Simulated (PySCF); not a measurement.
Computed shifts of a molecule C2H5NOSi, PySCF with PBE/pcSseg-1, GIAO, gas phase, atoms alike by connectivity averaged where their shifts nearly agree, in ppm (number of nuclei): ²⁹Si: -45.0 (1). ¹³C: 124.1 (1), -0.1 (1). ¹⁵N: 43.8 (1). ¹H: 5.29 (2), 0.68 (3). References: ²⁹Si against TMS (σ = 335.4 ppm); ¹³C against TMS (σ = 182.0 ppm); ¹⁵N against NH3 (σ = 267.0 ppm); ¹⁷O against H2O (σ = 334.3 ppm); ¹H against TMS (σ = 31.49 ppm), references at their B3LYP-D3(BJ)/def2-TZVP geometries, non-relativistic. The structure is a stationary point at ωB97X-D3(BJ)/def2-SVP. Other conformers were not sampled.

Task: Pick the molecule that these values belong to.
A) N#CC[SiH2]O
B) C[Si@@H]1N=CO1
C) C[SiH2]N=C=O
D) C1=NCO[SiH2]1

Result: C, C[SiH2]N=C=O
